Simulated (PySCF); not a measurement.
# Computed structure and properties of [Tm(HCN)]2+

System: [Tm(HCN)]2+ (singlet in the valence; each metal's 4f electrons, 13 of them, lie in its core potential, out of spins and levels); start: template (C∞v). Method: PySCF 2.14.0, RKS PBE0, Tm lcecp-0-SVP with ECP59, N def2-SVP, C def2-SVP, H def2-SVP; non-relativistic Hamiltonian with scalar-relativistic core potentials where named; density fitting; no spin-orbit coupling.

Input of the relaxation:

```python
mol = gto.M(atom='''
Tm     0.00000     0.00000    -0.44505
N      0.00000     0.00000     2.18495
C      0.00000     0.00000     3.34495
H      0.00000     0.00000     4.41495''',
    basis={'Tm': 'lcecp-0-SVP', 'N': 'def2-SVP', 'C': 'def2-SVP', 'H': 'def2-SVP'},
    ecp={'Tm': 'lcecp-0-SVP'},
    charge=2, spin=0)
mf = dft.RKS(mol, xc='PBE0')
mf.grids.atom_grid = (50, 194)  # f atoms: unpruned, at least (60, 302)
mf = mf.density_fit()  # fitting sets: Tm AutoAux, N def2-universal-JKFIT, C def2-universal-JKFIT, H def2-universal-JKFIT
mf.conv_tol = 1e-08; mf.max_cycle = 55
mf.kernel(dm0)  # dm0: converged density of the start geometry
# quasi-Newton relaxation in Cartesian coordinates to a largest gradient under 0.00045 Eh/bohr, steps kept in the point group
```

Run from Python with OMP_NUM_THREADS=2; the lines above give its settings. Where DIIS fails, smearing, a level shift and second-order steps follow.
It took 10 s on 2 threads of AMD EPYC 7R43 64-Core Processor (Zen 3), on a shared host, from the converged density of the start.

Course of the relaxation:

```csv
step,energy above end (eV),largest force component within the symmetry (eV/Å)
0,0.1053,1.944
1,0.0577,1.685
2,0.0144,0.744
3,0.0015,0.496
4,0.0000,0.042
5,0.0000,0.004
```

Relaxed geometry (C∞v):

```xyz
4

Tm    0.0000    0.0000   -0.3039
N     0.0000    0.0000    2.1339
C     0.0000    0.0000    3.2874
H     0.0000    0.0000    4.3823
```

```csv
contact,Å
Tm1–N2 (HCN),2.438
```

On the finer grid (75, 302):

```
HOMO                                                          : not given (4f levels lie in the core)
LUMO                                                          : not given (4f levels lie in the core)
Dipole about the centre of mass                               : 2.92 D
Set of Mulliken populations of Tm1 outside the core potential : s 2.07, p 6.04, d 0.13, f 0.00
D3(BJ) dispersion energy (not in the energies)                : -0.083 eV
```

```csv
atom,Mulliken (e),Löwdin (e),spin (e)
Tm1,1.75,1.63,0.00
N2,-0.20,-0.08,0.00
C3,0.21,0.31,0.00
H4,0.24,0.13,0.00
```

The 4f levels lie in the core potential and are missing. Their spin isn't counted.

On the grid (50, 194), as all that follows. Harmonic modes: a minimum; lowest 201 cm⁻¹ (negative: unstable), highest 3348 cm⁻¹, zero-point energy 0.493 eV.

Taking off one HCN (charge 0, singlet; the rest: singlet) in vacuum, both parts rigid, costs 2.61 eV; the small basis without counterpoise inflates it. Parting with an electron moved from the ligand to the metal can be far cheaper, even downhill.

Rigid scan of HCN along the line from its metal:

```tsv
distance to N2 (Å)	energy (eV)
2.14	0.447
2.24	0.171
2.34	0.037
2.44	0.000
2.54	0.028
2.64	0.098
2.84	0.304
```

One start shape was tried, so this needn't be the lowest isomer.

An lcecp potential fixes the number of 4f electrons, so in runs with it no electron can move into or out of that shell.
